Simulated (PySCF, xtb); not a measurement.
Mo(O)2(NH2)(Me) (CH₅MoNO₂), SMILES [CH3][Mo]([NH2])(=[O])=[O], multiplicity 1.

GFN2-xTB in xtb at its own geometry gives an orbital gap of 3.55 eV and a dipole moment of 6.11 D.

The structure is a stationary point at B3LYP-D3(BJ)/def2-SVP. The spin state was assumed, not searched. The structure was generated by enumeration; whether it is a known compound was not checked. The def2 effective core potentials stand for the cores of Mo; spin–orbit coupling is left out. Other conformers were not sampled.

Problem. What does HF/def2-TZVP (PySCF) give? (Estimate from the structure and the level; the computed values follow.)

Solution. gap 13.38 eV (levels -11.96 and 1.41 eV), dipole 4.51 D.
